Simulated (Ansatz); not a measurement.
Cl3H3O4SiSn (`O[Si](O)(O)[O][Sn]([Cl])([Cl])[Cl]`) at its PBE0-D4/def2-TZVP geometry, where that method's forces vanish. Charge 0, multiplicity 1. Sn: def2 effective core potential.

```json
{"atom": "O1", "x (Å)": "0.661", "y (Å)": "1.720", "z (Å)": "-1.407"}
{"atom": "Si2", "x (Å)": "-0.317", "y (Å)": "0.955", "z (Å)": "-0.360"}
{"atom": "O3", "x (Å)": "0.347", "y (Å)": "1.078", "z (Å)": "1.127"}
{"atom": "O4", "x (Å)": "-1.794", "y (Å)": "1.620", "z (Å)": "-0.529"}
{"atom": "O5", "x (Å)": "-0.430", "y (Å)": "-0.658", "z (Å)": "-0.584"}
{"atom": "Sn6", "x (Å)": "0.501", "y (Å)": "-2.008", "z (Å)": "0.433"}
{"atom": "Cl7", "x (Å)": "-0.433", "y (Å)": "-2.217", "z (Å)": "2.512"}
{"atom": "Cl8", "x (Å)": "2.745", "y (Å)": "-1.582", "z (Å)": "0.569"}
{"atom": "Cl9", "x (Å)": "0.178", "y (Å)": "-3.962", "z (Å)": "-0.716"}
{"atom": "H10", "x (Å)": "0.270", "y (Å)": "2.035", "z (Å)": "-2.223"}
{"atom": "H11", "x (Å)": "0.815", "y (Å)": "1.882", "z (Å)": "1.358"}
{"atom": "H12", "x (Å)": "-2.542", "y (Å)": "1.135", "z (Å)": "-0.179"}
```

Problem. For each bond, give half the difference of the two atoms' forces along it (eV/Å; positive pushes the atoms apart) under PBE-D4, r2SCAN-D4, B3LYP-D4, ωB97M-V in def2-TZVPP. (An estimate is asked.)

Solution. Computed: 
```csv
bond,length (Å),PBE-D4,r2SCAN-D4,B3LYP-D4,ωB97M-V
O1–Si2,1.624,0.19,0.02,0.07,0.07
O1–H10,0.958,0.30,0.01,-0.02,-0.06
Si2–O3,1.633,0.16,0.02,0.09,0.11
Si2–O4,1.628,0.20,0.03,0.06,0.06
Si2–O5,1.633,0.16,0.03,-0.05,0.02
O3–H11,0.958,0.29,0.01,-0.04,-0.05
O4–H12,0.958,0.30,0.01,-0.03,-0.06
O5–Sn6,1.930,0.26,0.06,0.15,-0.02
Sn6–Cl7,2.289,0.18,0.06,0.17,-0.04
Sn6–Cl8,2.288,0.17,0.06,0.18,-0.03
Sn6–Cl9,2.289,0.19,0.07,0.15,-0.03
```

B3LYP here is the variant with VWN-RPA as its local correlation; programs differ in this.
